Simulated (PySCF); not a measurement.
# Electrostatic potential from atomic charges

Species: `[Si@H]1(C[C@H]([SiH2]N1)F)C#C`. Coordinates (GFN2-xTB, Å) and charges (e) from the PBE0/pcSseg-1 density (PySCF):

| atom | x | y | z | Mulliken | IAO | Hirshfeld | ESP-fitted |
| --- | --- | --- | --- | --- | --- | --- | --- |
| C1 | 2.720 | -1.716 | 1.266 | -0.2123 | -0.1859 | -0.0850 | -0.3264 |
| C2 | 1.821 | -0.920 | 1.220 | -0.1659 | -0.3483 | -0.1623 | -0.1739 |
| Si3 | 0.436 | 0.313 | 1.160 | +0.9649 | +1.0408 | +0.4185 | +0.5768 |
| C4 | -1.192 | -0.496 | 0.611 | -0.5474 | -0.5629 | -0.1690 | -0.4084 |
| C5 | -1.254 | -0.442 | -0.910 | -0.0741 | -0.0845 | -0.0225 | +0.1949 |
| F6 | -2.576 | -0.580 | -1.338 | -0.3491 | -0.3362 | -0.1356 | -0.2906 |
| Si7 | -0.473 | 1.194 | -1.543 | +0.7768 | +0.8886 | +0.3730 | +0.4981 |
| N8 | 0.604 | 1.385 | -0.202 | -0.8333 | -0.9367 | -0.3289 | -0.8128 |
| H9 | 3.505 | -2.417 | 1.302 | +0.0638 | +0.2033 | +0.0980 | +0.2980 |
| H10 | 0.374 | 1.063 | 2.417 | -0.0796 | -0.1305 | -0.0729 | -0.0883 |
| H11 | -1.317 | -1.517 | 0.972 | +0.1544 | +0.1569 | +0.0424 | +0.1280 |
| H12 | -2.030 | 0.082 | 1.002 | +0.1565 | +0.1632 | +0.0451 | +0.1459 |
| H13 | -0.734 | -1.309 | -1.335 | +0.1327 | +0.1453 | +0.0401 | +0.0671 |
| H14 | 0.261 | 1.009 | -2.795 | -0.1023 | -0.1384 | -0.0787 | -0.1118 |
| H15 | -1.468 | 2.265 | -1.626 | -0.0968 | -0.1422 | -0.0800 | -0.0920 |
| H16 | 1.315 | 2.095 | -0.212 | +0.2117 | +0.2672 | +0.1176 | +0.3953 |

Points outside the species (Å): A (-3.4, 2.9, -3.3); B (-5.4, 8.0, 0.3); C (1.5, 1.1, -6.6); D (1.7, 3.9, 4.3); E (-1.1, -2.7, 8.4).

Problem. Find the potential V = 14.3996 V·Å × Σ q/r of each set of charges at these points.

Solution. In volts:

```tsv
point	nearest atom	distance (Å)	Mulliken	IAO	Hirshfeld	ESP-fitted
A	H15	2.63	+0.020	-0.061	-0.059	-0.128
B	H15	7.22	+0.046	+0.005	+0.003	-0.014
C	H14	4.00	+0.095	+0.069	+0.014	-0.008
D	H10	3.65	+0.286	+0.153	+0.066	+0.052
E	H10	7.22	+0.059	+0.032	+0.006	+0.005
```

Problem. How far are the other sets from the ESP-fitted one at these points?

Solution. Root-mean-square difference: Hirshfeld 0.034 V, IAO 0.066 V, Mulliken 0.137 V. The ESP scheme is a least-squares fit of atom-centred charges to the potential on four shells outside the van der Waals surface, with the total charge fixed.

Problem. What energy would a point charge of -2 e have at A in the field of the ESP charges, leaving out polarisation?

Solution. +0.255 eV = +24.6 kJ/mol, a repulsion.

The structure is a single GFN2-xTB conformer in the gas phase; no vibrational or solvent corrections.
